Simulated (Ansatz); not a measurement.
Reaction (formal hydrolysis of the Al–F bond): `[F][Al]1[O]C[SiH2]1` + H₂O → `[OH][Al]1[O]C[SiH2]1` + H–F

Gas-phase electronic energies from Ansatz, PBE0-D4/def2-TZVP geometries. CCSD(T)/CBS is the MP2 limit (def2-TZVPP, def2-QZVPP) plus CCSD(T) − MP2 in def2-TZVPP, frozen cores. This one scheme is used for every species. DFT in def2-TZVPP. B3LYP here is the variant with VWN-RPA as its local correlation; programs differ in this. One conformer a species, not always the lowest.

```
             level  ΔE (kcal/mol)  difference from CCSD(T)/CBS
         r2SCAN-D4           12.0                          0.0
          B3LYP-D4           12.1                          0.1
           ωB97M-V           12.1                          0.1
            B2PLYP           12.3                          0.3
               PBE           12.0                          0.0
            r2SCAN           12.1                          0.1
              PBE0           11.8                         -0.2
             B3LYP           12.6                          0.6
     HF/def2-TZVPP           12.9                          0.9
    MP2/def2-TZVPP           11.3                         -0.7
SCS-MP2/def2-TZVPP           11.8                         -0.2
CCSD(T)/def2-TZVPP           11.6                         -0.4
     HF/def2-QZVPP           13.3                          1.3
SCS-MP2/def2-QZVPP           12.1                          0.1
     MP2/CBS(def2)           11.7                         -0.3
    CCSD/CBS(def2)           12.2                          0.2
       CCSD(T)/CBS           12.0                            0
```

Largest T1 diagnostic among the species: 0.015.

In def2-TZVPP, CCSD(T) changes the Hartree–Fock value by −1.3 kcal/mol (the triples alone add −0.2 kcal/mol) and MP2 by −1.6 kcal/mol.

CCSD(T)/CBS has its own doubt, a few kJ/mol and more with outer-core shells, so smaller differences from it don't rank the levels.
